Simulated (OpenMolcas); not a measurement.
**Pr4+: moving the ligands**

Pr4+ with 8 ligands (fluoride) in square antiprismatic coordination (D4d) at 2.27 Å, a polar angle of 60.2° against the regular 57.3°. A charge of +0.5 e stands 3.2 Å behind each ligand. Ligand basis ANO-RCC-VDZP.

```
Program             : OpenMolcas
Method              : CASSCF
Basis               : ANO-RCC-VDZP [7s6p4d2f1g]
Scalar Hamiltonian  : DKH2, point nucleus
Active space        : 1 electron in 7 orbitals (4f)
State averaging     : 2S+1 = 2 odd, 7 roots
Spin-orbit coupling : RASSI with atomic mean-field integrals over the reference wave functions
```

Runs around this geometry, states. Energies in cm-1 above the lowest state or level, χT in cm3 K/mol.

```json
{"R (Å)": "2.23", "Ground state": "2S+1 = 2", "First state of that spin": "392.1", "First gap with spin-orbit (degeneracies)": "576.6 (2, 2)", "Width of lowest J": "733", "χT at 300 K": "0.634"}
{"R (Å)": "2.27", "Ground state": "2S+1 = 2", "First state of that spin": "321.7", "First gap with spin-orbit (degeneracies)": "551.9 (2, 2)", "Width of lowest J": "717", "χT at 300 K": "0.647"}
{"R (Å)": "2.41", "Ground state": "2S+1 = 2", "First state of that spin": "148.3", "First gap with spin-orbit (degeneracies)": "468.8 (2, 2)", "Width of lowest J": "652", "χT at 300 K": "0.683"}
```

Taking the width of the lowest J multiplet as R^-n, n = -ln(652 / 733) / ln(2.41 / 2.23) = 1.5 between the shortest and longest distance.

No measured value stands beside these numbers; the geometry was imposed, not optimised, and the real ion may take another.

A state without a sure symmetry label is named by its multiplicity alone.
